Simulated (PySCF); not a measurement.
## Electric field gradients and quadrupole coupling constants

Compound: C₇H₁₁OP.
Structure used (GFN2-xTB), in Å, numbered top down from 1:
```
atom  x, y, z in Å
C1     3.291    1.090   -0.049
C2     1.994    0.941   -0.253
P3     1.171   -0.559    0.355
O4     2.066   -1.500    1.036
C5    -0.320    0.001    1.216
C6    -1.392   -0.040    0.431
C7    -2.778    0.340    0.829
C8    -1.165   -0.493   -0.990
C9     0.181   -1.211   -1.061
H10    3.838    0.320    0.473
H11    3.846    1.954   -0.381
H12    1.389    1.677   -0.763
H13   -0.319    0.308    2.249
H14   -3.145    1.144    0.190
H15   -2.815    0.668    1.864
H16   -3.449   -0.510    0.704
H17   -1.983   -1.137   -1.321
H18   -1.164    0.387   -1.640
H19    0.067   -2.281   -0.871
H20    0.683   -1.088   -2.021
```

Field gradients from the PBE0/pcSseg-1 density (PySCF, non-relativistic), principal values in atomic units, ordered |Vxx| ≤ |Vyy| ≤ |Vzz|:

| atom | Vxx | Vyy | Vzz |
| --- | --- | --- | --- |
| O4 | -0.3767 | -0.4587 | 0.8354 |

**Question.** Find the asymmetry η = (Vxx − Vyy)/Vzz and the couplings χ = eQV/h (234.96 MHz × Q in barn × V in au), with Q(17O) = −0.0256 b.

**Answer.** 
```csv
atom,environment,nucleus,η,χzz (MHz),χxx (MHz),χyy (MHz)
O4,phosphoryl oxygen,17O,0.10,-5.03,2.27,2.76
```

The tensor is traceless: Vxx + Vyy + Vzz = 0.

**Question.** What is Vzz at O4 in SI units (1 au = 9.71736 × 10²¹ V/m²)?

**Answer.** 0.8354 au = 8.118 × 10²¹ V/m².

**Question.** And the gradient at the other heavy atoms, for which no coupling is worked out here?

**Answer.** 
```csv
atom,environment,Vzz (au),η
C1,terminal =CH2 carbon,0.427,0.25
C2,alkene CH carbon,0.279,0.66
P3,phosphoryl phosphorus,-0.421,0.47
C5,alkene CH carbon,0.224,0.59
C6,fully substituted alkene carbon,0.391,0.44
C7,allylic carbon,0.060,0.67
C8,allylic carbon,0.060,0.81
C9,sp3 carbon bound to phosphorus,0.071,0.63
```

**Question.** What couplings would deuterons (Q(2H) = 0.00286 b) have in place of the hydrogens, at this geometry?

**Answer.** 
```tsv
atom	bonded to	bond length (Å)	Vzz (au)	η	χzz (kHz)
H10	C1	1.079	0.3224	0.03	217
H11	C1	1.079	0.3321	0.02	223
H12	C2	1.080	0.3315	0.05	223
H13	C5	1.077	0.3388	0.05	228
H14	C7	1.090	0.3104	0.03	209
H15	C7	1.087	0.3149	0.03	212
H16	C7	1.090	0.3104	0.03	209
H17	C8	1.093	0.3024	0.03	203
H18	C8	1.094	0.3009	0.02	202
H19	C9	1.093	0.3028	0.02	203
H20	C9	1.090	0.3110	0.02	209
```

Isolated species at its GFN2-xTB geometry (one conformer only). GFN2-xTB bond lengths can be off by several hundredths of an ångström, more for odd bonds, and the gradients follow them. The small basis limits the accuracy of the gradients.
